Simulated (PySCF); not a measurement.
Gas-phase reaction: ZrCl3OH + Cl + ZrO2 ⇌ 2 ZrOCl2 + OH

Energies from PySCF, thermal terms from the rigid-rotor harmonic-oscillator model, ideal gas at 1 bar. S°(298 K) at PBE0/def2-TZVP differs from the NASA 1993 table for ZrO2 (-6 J/mol/K); whether the harmonic model or the table's entry is off was not settled. † marks an energy on the PBE0/def2-TZVP geometry and frequencies; other levels use their own. MP2 freezes the core. Open shells (unrestricted): Cl (multiplicity 2, electronic degeneracy 6), OH (multiplicity 2, electronic degeneracy 4); the rest are closed-shell singlets. Spin-orbit splitting is ignored; it lowers the true energy and changes the entropy of Cl, OH. Zr: scalar-relativistic def2 core potential, no spin-orbit coupling. ZrCl3OH, ZrOCl2: computed as isolated molecules; such fragments, hydroxides, amides, oligomers or adducts are transient or little studied in the gas. MP2 isn't extrapolated to the basis-set limit; its ΔH°(298 K) is -11.9 kJ in def2-SVP and -30.0 kJ in def2-TZVPP. The harmonic model lacks anharmonicity and excited electronic states, which grow with temperature; levels with a mode under 35 cm⁻¹ are left out. Soft modes under 120 cm⁻¹ make the harmonic entropy rough for ZrCl3OH, ZrOCl2.

| level | ΔE electronic, kJ | ΔH°(298 K), kJ | ΔS°(298 K), J/K | ΔG°(2000 K), kJ |
|---|---|---|---|---|
| HF/def2-TZVP† | -103 | -108 | 46 | -188 |
| M06-2X/def2-TZVP† | -28 | -34 | 46 | -113 |
| MP2/def2-SVP† | -6 | -12 | 46 | -92 |
| PBE0/def2-QZVP† | -36 | -42 | 46 | -122 |
| PBE0/def2-SVP† | -23 | -29 | 46 | -108 |
| PBE0/def2-TZVP | -32 | -38 | 46 | -117 |
| LDA/def2-TZVP† | 30 | 24 | 46 | -55 |
ΔH° is lowest at HF/def2-TZVP† and highest at LDA/def2-TZVP†. No reference value is set beside these.
